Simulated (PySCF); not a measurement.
**Two-photon absorption: `InChI=1S/C6H9F2N/c1-5(7)6(8)4-9(2)3/h4H,1H2,2-3H3/b6-4+`**

Cartesian coordinates in Å; atom numbers follow the order of the lines, from 1:
```xyz
18

C     3.3207    0.2382    0.1264
C     2.0209   -0.0567    0.0164
F     1.5932   -0.8050   -1.0127
C     0.9867    0.2925    0.9698
F     1.5049    0.7310    2.1410
C    -0.3670    0.1997    0.9357
N    -1.2524    0.0170   -0.0842
C    -2.5461   -0.5375    0.2119
C    -0.9251    0.1916   -1.4728
H     4.0323   -0.1503   -0.6024
H     3.6689    0.8490    0.9570
H    -0.8367    0.3536    1.9147
H    -2.6081   -1.6191   -0.0161
H    -2.7733   -0.4096    1.2800
H    -3.3274   -0.0243   -0.3731
H    -1.8106    0.5857   -1.9980
H    -0.6105   -0.7404   -1.9730
H    -0.1093    0.9201   -1.5736
```

Level of theory: PySCF, TDDFT CAM-B3LYP/aug-cc-pVDZ excited states, vertical, gas phase. Geometry: PBE0-D3(BJ)/def2-SVP.

**Question.** Give the one- and two-photon strengths of the lowest singlets.

**Answer.** δ for parallel linear polarisation; σ at the peak of a Lorentzian of half width 0.1 eV, single beam; Ω is circular over linear.
```
state  E (eV)      f  photon λ (nm)  δ (au)  σ (GM)     Ω                                main
   S1    4.48  0.536            553     476    3.50  0.87                    HOMO→LUMO+1 0.87
   S2    4.62  0.033            537     322    2.52  1.50    HOMO→LUMO 0.74, HOMO→LUMO+1 0.09
   S3    5.26  0.023            471     141    1.43  1.42                    HOMO→LUMO+2 0.82
   S4    5.36  0.008            463     159    1.67  1.42                    HOMO→LUMO+3 0.80
   S5    5.64  0.006            440    1480   17.26  0.31                    HOMO→LUMO+4 0.67
   S6    5.72  0.024            433     958   11.50  0.25  HOMO→LUMO+5 0.54, HOMO→LUMO+4 0.14
```

Among these, the strongest one-photon state is S1, the strongest two-photon state S5, with a dipole change of 7.2 D (relaxed, norm of the difference vector).
